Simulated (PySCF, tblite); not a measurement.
C5H6F3N3.
Geometry (GFN2-xTB, Å), atoms numbered from 1 in this order:
```xyz
17
C5H6F3N3 angstrom
C      2.9590   -0.1325    0.4663
C      1.5597    0.0592    0.0171
C      1.0335    0.9954   -0.8936
N     -0.2685    0.8030   -0.9852
N     -0.5104   -0.2009   -0.1713
C     -1.8268   -0.7029    0.0622
C     -2.5158    0.0629    1.1970
F     -1.8578   -0.0383    2.3545
F     -3.7519   -0.4139    1.4077
F     -2.6414    1.3649    0.9298
N      0.5481   -0.6777    0.4510
H      3.0772   -1.1303    0.8787
H      3.6457    0.0069   -0.3656
H      3.2048    0.5947    1.2397
H      1.5305    1.7543   -1.4597
H     -2.4287   -0.5777   -0.8421
H     -1.7641   -1.7550    0.3529
```

Level of theory: PBE0/pcSseg-1 in PySCF (dipole) on a GFN2-xTB geometry, gas phase.

Take the most abundant isotopes and a rigid rotor. The values belong to one conformer with, in the numbering `[CH3:1][c:2]1[cH:3][n:4][n:5]([CH2:6][C:7]([F:8])([F:9])[F:10])[n:11]1`, N4–N5–C6–C7 -87°.

Give the principal moments of inertia and the rotational constants in MHz.

Ia = 187.36, Ib = 784.23, Ic = 845.17 u·Å²; 505379 MHz·u·Å²/I gives A = 2697, B = 644.4, C = 598.0 MHz.

Classify the top.

A near-prolate asymmetric top: κ = (2 × 644.4 − 2697 − 598.0)/(2697 − 598.0) = -0.96.

What does the inertial defect say?

Not planar: Δ = Ic − Ia − Ib = -126.42 u·Å². For a rigid frame Δ = −2 Σ m c², so Σ m c² = 63.21 u·Å² lies off the ab plane: 8.16 from hydrogen and 55.05 from heavier atoms. The atom farthest from that plane is 1.83 Å away.

Give the other two planar moments, Paa and Pbb, and the rms extents of the mass along the axes.

Paa = Σ m a² = (Ib + Ic − Ia)/2 = 721.02 and Pbb = Σ m b² = (Ia + Ic − Ib)/2 = 124.15 u·Å². With the mass M = 165.05 u, the rms extents √(P/M) along a, b and c are 2.09, 0.87, 0.62 Å.

List the rotational levels J(Ka,Kc) to J = 3 (K).

Above 0(0,0), as E/k:
J = 1: 1(0,1) 0.060, 1(1,1) 0.158, 1(1,0) 0.160
J = 2: 2(0,2) 0.179, 2(1,2) 0.275, 2(1,1) 0.282, 2(2,1) 0.577, 2(2,0) 0.577
J = 3: 3(0,3) 0.358, 3(1,3) 0.451, 3(1,2) 0.464, 3(2,2) 0.756, 3(2,1) 0.756, 3(3,1) 1.255, 3(3,0) 1.255

Which types of transition are allowed, and where do some lines up to J = 5 fall?

The dipole components are |μa| = 1.94 D, |μb| = 0.16 D, |μc| = 1.18 D. The squared components, which scale the intensities, stand as 1.00 : 0.01 : 0.37 (a : b : c). Some lines, for components of 0.1 D or more:

```
type  branch         J(Ka,Kc)    MHz  lower level (cm⁻¹)
   c       Q  4(1,4) ← 4(0,4)   1853               0.414
   b       Q  3(1,2) ← 3(0,3)   2219               0.249
   b       Q  5(1,4) ← 5(0,5)   2446               0.621
   a       R  3(2,2) ← 2(2,1)   3727               0.401
   b       R  5(0,5) ← 4(1,4)   4343               0.476
   a       R  4(0,4) ← 3(0,3)   4962               0.249
   a       R  4(1,3) ← 3(1,2)   5061               0.323
   b       R  3(1,3) ← 2(0,2)   5664               0.124
   b       Q  5(2,3) ← 5(1,4)   5910               0.702
   c       R  3(1,2) ← 2(0,2)   5943               0.124
   a       R  5(1,5) ← 4(1,4)   6092               0.476
   b       Q  3(2,1) ← 3(1,2)   6093               0.323
   a       R  5(3,3) ← 4(3,2)   6215               1.038
   a       R  5(1,4) ← 4(1,3)   6325               0.491
   b       Q  3(2,2) ← 3(1,3)   6368               0.313
   b       R  2(2,1) ← 1(1,0)   8690               0.111
   b       R  2(2,0) ← 1(1,1)   8737               0.110
   c       Q  5(3,3) ← 5(2,3)  10361               0.899
   b       Q  4(3,1) ← 4(2,2)  10372               0.692
   b       Q  3(3,0) ← 3(2,1)  10377               0.526
   b       R  5(2,4) ← 4(1,3)  12208               0.491
   c       R  5(2,4) ← 4(1,4)  12672               0.476
   c       R  3(3,0) ← 2(2,0)  14108               0.401
   c       Q  5(4,2) ← 5(3,2)  14531               1.245
   b       R  4(3,2) ← 3(2,1)  15348               0.526
   b       R  5(3,3) ← 4(2,2)  16586               0.692
   c       R  5(4,1) ← 4(3,1)  20745               1.038
   c       R  5(5,0) ← 4(4,0)  24897               1.522
```

Estimate the classical rotational partition function at 25 K, 50 K and 500 K.

Point group C1, symmetry number σ = 1; q = (√π/σ)·√((kT/h)³/(ABC)), k/h = 20836.6 MHz/K: 20700 at 25 K, 58500 at 50 K, 1850000 at 500 K.

Its GFN2-xTB frequencies are all real (lowest 18 cm⁻¹). No vibrational averaging or centrifugal distortion is included, and the geometry carries the error of its method. A rigid rotor knows nothing of internal rotation, which can split or shift real lines. Quadrupole hyperfine structure (14N) is left out.

Time: 35 s of wall time; peak memory 0.96 GiB. Hardware: one thread of an Arm Neoverse V2, shared host with 96 logical CPUs at a one-minute load of 55. This is the PBE0/pcSseg-1 job that gave the dipole, with the shieldings it also computed.
